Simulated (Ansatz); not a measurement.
Computed with Ansatz on PBE0-D4/def2-TZVP structures; ΔE is electronic, products minus reactants. CBS: MP2 limit from def2 TZ/QZ plus the TZ coupled-cluster correction, frozen cores. Functionals use def2-TZVPP. For Se, Ti outer-core shells are correlated without core-valence functions, which leaves a few kJ/mol of doubt a bond. Scalar relativity is left out up to krypton. One conformer a species, not always the lowest.

Consider the redistribution: `[OH][Ti]([OH])([SeH])[SeH]` + `CO[SiH](C)O` → `CO[SiH](C)[SeH]` + `[OH][Ti]([OH])([OH])[SeH]`.

```
        level  ΔE (kJ/mol)
      ωB97M-V         19.2
MP2/CBS(def2)         35.8
```

Question: What does CCSD(T)/CBS give? (An estimate is asked.)

Answer: Ansatz gave: +27.5 kJ/mol. The listed levels differ from it by -8.3, 8.3 kJ/mol.

Largest T1 diagnostic among the species: 0.023, so the coupled-cluster value is less sure than usual.

In def2-TZVPP, CCSD(T) changes the Hartree–Fock value by +6.4 kJ/mol (the triples alone add +6.2 kJ/mol) and MP2 by +14.7 kJ/mol.

CCSD(T)/CBS has its own doubt, a few kJ/mol and more with outer-core shells, so smaller differences from it don't rank the levels.
